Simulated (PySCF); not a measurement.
## Computed vibrations of [Sm4F4]4+

[Sm4F4]4+ (singlet in the valence; each metal's 4f electrons, 6 of them, lie in its core potential, out of spins and levels). PySCF 2.14.0, RKS BP86, Sm lcecp-0-SVP with ECP52, F def2-SVP; non-relativistic Hamiltonian with scalar-relativistic core potentials where named; density fitting; no spin-orbit coupling. Central differences of gradients.

```xyz
8

Sm    1.4370    1.4370    1.4370
Sm    1.4370   -1.4370   -1.4370
Sm   -1.4370    1.4370   -1.4370
Sm   -1.4370   -1.4370    1.4370
F     0.9795    0.9795   -0.9795
F     0.9795   -0.9795    0.9795
F    -0.9795    0.9795    0.9795
F    -0.9795   -0.9795   -0.9795
```

Run from Python with OMP_NUM_THREADS=4. Where DIIS fails, smearing, a level shift and second-order steps follow.
It took 4.2 min on 4 threads of Intel(R) Xeon(R) Processor @ 2.50GHz (Skylake/Cascade Lake), on a shared host.

Question: What are the harmonic wavenumbers and infrared intensities?

Answer: Modes are labelled in Td; negative numbers are unstable modes, those under 60 cm⁻¹ near the noise; a finer grid moves soft modes by up to 10 cm⁻¹.
```tsv
cm⁻¹	km/mol	symmetry
68	0.0	e
68	0.0	e
91	3.7	t2
91	3.7	t2
91	3.7	t2
140	0.0	a1
161	0.0	t1
161	0.0	t1
161	0.0	t1
232	108.4	t2
232	108.4	t2
232	108.4	t2
236	0.0	e
236	0.0	e
297	125.4	t2
297	125.4	t2
297	125.4	t2
311	0.0	a1
```

Question: Is this a minimum?

Answer: Yes. Ideal gas at 298.15 K and 1 bar: S = 530.2 J/(mol K), Cp = 171.4 J/(mol K), H − H(0 K) = 37.8 kJ/mol (rigid rotor, harmonic modes, spin degeneracy alone, that of the 4f electrons in the core included).

An lcecp potential fixes the number of 4f electrons, so in runs with it no electron can move into or out of that shell.
